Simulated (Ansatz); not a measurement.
Geometry optimisation, Ansatz, RKS CAM-B3LYP-D4/def2-SVP.

Input:

```yaml
crystal:
  periodic: [false, false, false]
  atoms:
    - { symbol: "N", position_ang: [0.1372, 1.1711, 1.0329] }
    - { symbol: C, position_ang: [-0.5662, 0.192, 0.2076] }
    - { symbol: B, position_ang: [-1.74572, 0.91143, -0.55979] }
    - { symbol: O, position_ang: [-1.74218, 1.07795, -2.02873] }
    - { symbol: Cl, position_ang: [-3.1317, 1.73281, 0.36549] }
    - { symbol: H, position_ang: [0.732, 0.7557, 1.694] }
    - { symbol: H, position_ang: [-0.6229, 1.6836, 1.6011] }
    - { symbol: H, position_ang: [0.13251, -0.20886, -0.51055] }
    - { symbol: H, position_ang: [-0.97189, -0.6075, 0.8307] }
    - { symbol: H, position_ang: [-2.20164, 0.20332, -2.31286] }
basis:
  gaussian: { orbitals: def2-SVP }
hamiltonian:
  xc: cam_b3lyp
  dispersion: d4
relax:
  f_tol: 0.015
  max_steps: 40
```

Launched with:

```bash
$ ansatz run input.yaml --threads 2 --pin off --max-ram 3072MiB --backend cpu --events-out ev --progress --plain --runs-dir out
```

Task: Where does it end, and by what steps?

Result: It converged. After 13 steps the energy has fallen by 1.168 eV; O4 moved furthest, 0.65 Å.

```
step  energy less start (eV)  largest force component (eV/Å)  accepted
   0                  0.0000                           3.105       yes
   1                 -0.4870                           2.185       yes
   2                 -0.6307                           1.095       yes
   3                 -0.8646                           0.677       yes
   4                 -0.8346                           3.270        no
   5                 -0.9733                           0.555       yes
   6                 -1.0677                           0.605       yes
   7                 -1.1523                           0.295       yes
   8                 -1.1596                           0.246       yes
   9                 -1.1573                           0.368        no
  10                 -1.1670                           0.097       yes
  11                 -1.1670                           0.079       yes
  12                 -1.1677                           0.021       yes
  13                 -1.1677                           0.010       yes
```

```xyz
10
Properties=species:S:1:pos:R:3
N 0.064 1.172 1.087
C -0.616 0.292 0.154
B -1.856 0.963 -0.552
O -2.237 0.711 -1.815
Cl -2.895 2.061 0.374
H 0.720 0.661 1.672
H -0.610 1.618 1.706
H 0.097 -0.045 -0.622
H -1.015 -0.648 0.606
H -1.633 0.128 -2.291
```

Whether the end is a true minimum wasn't checked by a vibrational analysis.

The run took 38 s on 2 threads of Arm Neoverse V2, with other jobs on the host, peak memory 0.24 GiB.
